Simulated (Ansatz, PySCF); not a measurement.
WSCl4, SMILES [Cl][W]([Cl])(=[S])([Cl])[Cl], multiplicity 1. Atoms are numbered in the order given.

```xyz
6

W      0.0000     0.0000     0.0930
S      0.0000     0.0000     2.2376
Cl     0.0000     0.0000    -2.3101
Cl     1.9739    -1.1396    -0.0670
Cl    -1.9739    -1.1396    -0.0670
Cl     0.0000     2.2792    -0.0670
```
Charge 0, spin multiplicity 1.

Coordinates come from a B3LYP-D3(BJ)/def2-SVP optimisation. The spin state was assumed, not searched. The isomer is the one that the SMILES or the coordinates give; other isomers of the formula were not compared. The def2 effective core potentials stand for the cores of W; spin–orbit coupling is left out.

Vertical ionisation energy (IE) and electron affinity (EA) in eV. Rows of orbital energies are one-electron estimates. Where ΔSCF, EOM or ADC give a negative EA the extra electron is unbound and the value depends on the basis.

```json
[
 {"level": "−ε(HOMO), −ε(LUMO), ωB97X/def2-TZVP (PySCF)", "IE": "11.01", "EA": "2.51"},
 {"level": "−ε(HOMO), −ε(LUMO), PBE/def2-TZVP (PySCF)", "IE": "7.38", "EA": "4.86"},
 {"level": "ΔSCF, PBE0/def2-TZVPD (Ansatz), final states of multiplicity 2 and 2", "IE": "10.36", "EA": "2.88"},
 {"level": "ΔSCF, PBE/def2-TZVPD (Ansatz), final states of multiplicity 2 and 2", "IE": "9.90", "EA": "2.46"}
]
```

Task: What vertical singlet–triplet gap does ΔSCF give with PBE0/def2-TZVPD (Ansatz, a program for electronic structure) and with PBE/def2-TZVPD (Ansatz)? (Estimate from the structure and the level; the computed values follow.)

Result: 2.07 and 2.31 eV (triplet above singlet where positive).
